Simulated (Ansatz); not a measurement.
## A rate constant, worked out

An elementary step of BNH₂BrF, closed shell (BNH₂BrF ([NH2][B]([F])[Br]) → BNHF ([NH][B][F]) + HBr; B–Br, N–H broken or loosened, Br–H formed or tightened). The start structure is the reactant molecule, and the electronic barrier above it is 3.137 eV by CCSD(T) at an estimated basis limit (MP2 extrapolated from triple and quadruple zeta, plus CCSD(T) − MP2 in triple zeta). Ansatz 0.2.0; basis: def2-TZVPP and def2-QZVPP; cores frozen in the correlated methods. Filled d shells of the heavier atoms are correlated. The def2 sets are not built for correlating such inner shells, so the correlated values are less sure here. Extrapolation: Hartree–Fock as exp(−7.88 √X), correlation as X^−2.97. Harmonic wavenumbers at PBE0-D4/def2-TZVP (Ansatz 0.2.0), in cm⁻¹:

Start: 280, 326, 472, 527, 568, 595, 913, 1222, 1445, 1627, 3631, 3742.

Saddle: 907i, 90, 362, 430, 452, 452, 697, 773, 995, 1318, 1992, 3717.

Problem. Work out the transition-state-theory rate constant at 900 K from these numbers alone (harmonic vibrations; rotation, path degeneracy and anharmonicity left out), and the Wigner tunnelling factor. Use 1 cm⁻¹ = 1.2398 × 10⁻⁴ eV and k_B = 8.617 × 10⁻⁵ eV/K.

Solution. Zero-point energies, half the sums: start 15348/2 cm⁻¹ = 0.9515 eV; saddle, real modes only, 11278/2 cm⁻¹ = 0.6991 eV.
Barrier with zero-point energy: 3.137 + 0.6991 − 0.9515 = 2.8846 eV.
k_BT = 0.07756 eV, so the barrier is 37.19 k_BT.
Vibrational partition functions from the zero-point level, ln q = −Σ ln(1 − exp(−hν/k_BT)): start 4.728, saddle 6.004.
k = (k_BT/h) exp(ln q‡ − ln q) exp(−E0/k_BT), with log₁₀(k_BT/h in s⁻¹) = 13.27: log₁₀ k = 13.27 + (1.276 − 37.19)/2.3026 = -2.33, so k ≈ 5 × 10^(-3) s⁻¹.
Wigner factor: 1 + (hν‡/k_BT)²/24 = 1 + (1.45)²/24 = 1.09. A change of 1 kcal/mol (0.043 eV) in the barrier would change k by a factor of 1.7 at this temperature.

No T1 diagnostic of these runs exceeds 0.013.

Labels in which every atom is bracketed show which atoms are joined, not bond orders.

For scale, one of the runs: CCSD(T)/def2-TZVPP, 169 basis functions, launched by `ansatz run in.yaml --threads 4 --pin off --events-out ev --progress --plain --max-ram 9574MiB`. Hardware: 4 CPU threads of an Arm Neoverse V1, shared host. Wall time 35 s; peak host memory 1.5 GiB.
